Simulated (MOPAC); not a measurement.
Job for MOPAC: PM6 on C3H7B (SMILES BCC=C), a point of a torsion scan.

```
PM6 1SCF PRECISE CHARGE=0 THREADS=1
C3H7B

B     -1.52914771 1     0.96293375 1     0.57973786 1
C     -0.66218766 1     0.09401841 1    -0.39875000 1
C      0.49135750 1    -0.68979394 1     0.15557992 1
C      0.54924273 1    -1.18478082 1     1.37767905 1
H     -1.10215593 1     1.33007195 1     1.60334995 1
H     -2.59488492 1     1.30701934 1     0.24097653 1
H     -0.27225101 1     0.80675082 1    -1.13816297 1
H     -1.27904906 1    -0.59122336 1    -0.99148329 1
H      1.31095021 1    -0.86976208 1    -0.53093141 1
H     -0.25023730 1    -1.03715784 1     2.08450920 1
H      1.39294661 1    -1.75954450 1     1.72128508 1
```

Program output:

```
*******************************************************************************
 **                                                                           **
 **                              MOPAC v23.2.5                                **
 **                                                                           **
 *******************************************************************************
 ** MOPAC's Digital Object Identifier: https://doi.org/10.5281/zenodo.6511958 **
 **                                                                           **
 ** Please cite the open-source release paper for use of this MOPAC version:  **
 ** J. E. Moussa and J. J. P. Stewart (2026)                                  **
 ** MOPAC: An open-source semiempirical molecular orbital program             **
 ** J. Open Source Softw., 11(119), 8025, https://doi.org/10.21105/joss.08025 **
 *******************************************************************************

                              PM6 CALCULATION RESULTS

 *******************************************************************************
 *  PM6        - The PM6 Hamiltonian to be used
 *
 *
 *
 *                 CHARGE ON SYSTEM = 0
 *
 *
 *
 *  PRECISE    - TIGHTER CRITERIA TO BE USED
 *  1SCF       - DO 1 SCF AND THEN STOP
 *  THREADS=1  - MULTI-THREADING NOT USED
 *  T=         - A TIME OF 172800.0 SECONDS REQUESTED
 *  DUMP=N     - RESTART FILE WRITTEN EVERY 7200.0 SECONDS REQUESTED
 *******************************************************************************
PM6 1SCF PRECISE CHARGE=0 THREADS=1
 C3H7B

   ATOM   CHEMICAL          X               Y               Z
  NUMBER   SYMBOL      (ANGSTROMS)     (ANGSTROMS)     (ANGSTROMS)

     1       B         -1.52914771  *   0.96293375  *   0.57973786  *
     2       C         -0.66218766  *   0.09401841  *  -0.39875000  *
     3       C          0.49135750  *  -0.68979394  *   0.15557992  *
     4       C          0.54924273  *  -1.18478082  *   1.37767905  *
     5       H         -1.10215593  *   1.33007195  *   1.60334995  *
     6       H         -2.59488492  *   1.30701934  *   0.24097653  *
     7       H         -0.27225101  *   0.80675082  *  -1.13816297  *
     8       H         -1.27904906  *  -0.59122336  *  -0.99148329  *
     9       H          1.31095021  *  -0.86976208  *  -0.53093141  *
    10       H         -0.25023730  *  -1.03715784  *   2.08450920  *
    11       H          1.39294661  *  -1.75954450  *   1.72128508  *



          CARTESIAN COORDINATES

    NO.       ATOM           X           Y           Z

     1         B         -1.5291      0.9629      0.5797
     2         C         -0.6622      0.0940     -0.3987
     3         C          0.4914     -0.6898      0.1556
     4         C          0.5492     -1.1848      1.3777
     5         H         -1.1022      1.3301      1.6033
     6         H         -2.5949      1.3070      0.2410
     7         H         -0.2723      0.8068     -1.1382
     8         H         -1.2790     -0.5912     -0.9915
     9         H          1.3110     -0.8698     -0.5309
    10         H         -0.2502     -1.0372      2.0845
    11         H          1.3929     -1.7595      1.7213

 General Reference for PM6:
 "Optimization of Parameters for Semiempirical Methods V: Modification of NDDO Approximations
 and Application to 70 Elements", J. J. P. Stewart, J. Mol. Mod., 13, 1173-1213 (2007)
 URL: https://link.springer.com/article/10.1007/s00894-007-0233-4

           Empirical Formula: C3 H7 B  =    11 atoms



      MOLECULAR POINT GROUP   :   C1


      RHF CALCULATION, NO. OF DOUBLY OCCUPIED LEVELS = 11


 -------------------------------------------------------------------------------
 PM6 1SCF PRECISE CHARGE=0 THREADS=1
 C3H7B



     1SCF WAS SPECIFIED, SO BFGS WAS NOT USED
     SCF FIELD WAS ACHIEVED


                              PM6 CALCULATION
                                                       MOPAC v23.2.5 Linux




          FINAL HEAT OF FORMATION =         28.76637 KCAL/MOL =     120.35848 KJ/MOL


          COSMO AREA              =        110.45 SQUARE ANGSTROMS
          COSMO VOLUME            =         96.11 CUBIC ANGSTROMS

          IONIZATION POTENTIAL    =         10.045957 EV
          HOMO LUMO ENERGIES (EV) =        -10.046  0.086
          NO. OF FILLED LEVELS    =         11
          MOLECULAR WEIGHT        =         53.8983         POINT GROUP:  C1

          MOLECULAR DIMENSIONS (Angstroms)

            Atom       Atom       Distance
            H    11    H     6     5.24385
            H     8    H     5     3.22336
            H    10    H     7     2.65041


          SCF CALCULATIONS        =          1





   ATOM   CHEMICAL          X               Y               Z
  NUMBER   SYMBOL      (ANGSTROMS)     (ANGSTROMS)     (ANGSTROMS)

     1       B         -1.52914771  *   0.96293375  *   0.57973786  *
     2       C         -0.66218766  *   0.09401841  *  -0.39875000  *
     3       C          0.49135750  *  -0.68979394  *   0.15557992  *
     4       C          0.54924273  *  -1.18478082  *   1.37767905  *
     5       H         -1.10215593  *   1.33007195  *   1.60334995  *
     6       H         -2.59488492  *   1.30701934  *   0.24097653  *
     7       H         -0.27225101  *   0.80675082  *  -1.13816297  *
     8       H         -1.27904906  *  -0.59122336  *  -0.99148329  *
     9       H          1.31095021  *  -0.86976208  *  -0.53093141  *
    10       H         -0.25023730  *  -1.03715784  *   2.08450920  *
    11       H          1.39294661  *  -1.75954450  *   1.72128508  *

                             CARTESIAN COORDINATES

   1    B       -1.529147710     0.962933750     0.579737860
   2    C       -0.662187660     0.094018410    -0.398750000
   3    C        0.491357500    -0.689793940     0.155579920
   4    C        0.549242730    -1.184780820     1.377679050
   5    H       -1.102155930     1.330071950     1.603349950
   6    H       -2.594884920     1.307019340     0.240976530
   7    H       -0.272251010     0.806750820    -1.138162970
   8    H       -1.279049060    -0.591223360    -0.991483290
   9    H        1.310950210    -0.869762080    -0.530931410
  10    H       -0.250237300    -1.037157840     2.084509200
  11    H        1.392946610    -1.759544500     1.721285080


           Empirical Formula: C3 H7 B  =    11 atoms



      MOLECULAR POINT GROUP   :   C1


                  EIGENVALUES
 -27.70636 -24.18088 -19.51355 -16.60527 -16.03395 -14.48234 -13.61534 -12.44240
 -11.24910 -11.02696 -10.04596   0.08574   1.41687   2.89730   4.39353   5.15292
   5.55725   5.79704   6.16622   6.23817   6.46435   6.70859   6.82667


              NET ATOMIC CHARGES AND DIPOLE CONTRIBUTIONS

  ATOM NO.   TYPE          CHARGE      No. of ELECS.   s-Pop       p-Pop
    1          B           0.076943        2.9231     1.13359     1.78947
    2          C          -0.458558        4.4586     1.09567     3.36289
    3          C          -0.042740        4.0427     1.10214     2.94060
    4          C          -0.386487        4.3865     1.11602     3.27047
    5          H           0.029409        0.9706     0.97059
    6          H           0.020091        0.9799     0.97991
    7          H           0.168122        0.8319     0.83188
    8          H           0.166253        0.8337     0.83375
    9          H           0.121009        0.8790     0.87899
   10          H           0.154965        0.8450     0.84504
   11          H           0.150992        0.8490     0.84901
 DIPOLE           X         Y         Z       TOTAL
 POINT-CHG.    -0.289     0.430    -0.467     0.697
 HYBRID         0.253    -0.261    -0.385     0.529
 SUM           -0.036     0.168    -0.851     0.869


          ATOMIC ORBITAL ELECTRON POPULATIONS

     Atom    s        px        py        pz
    1  B   1.13359   0.75144   0.31811   0.71992
    2  C   1.09567   1.10049   1.11685   1.14554
    3  C   1.10214   0.99350   0.94586   1.00124
    4  C   1.11602   1.13119   1.07969   1.05959
    5  H   0.97059
    6  H   0.97991
    7  H   0.83188
    8  H   0.83375
    9  H   0.87899
   10  H   0.84504
   11  H   0.84901

 **********************
 *                    *
 * JOB ENDED NORMALLY *
 *                    *
 **********************




 == MOPAC DONE ==
```

The run finished.

Cost: roughly 0.020 core-seconds.
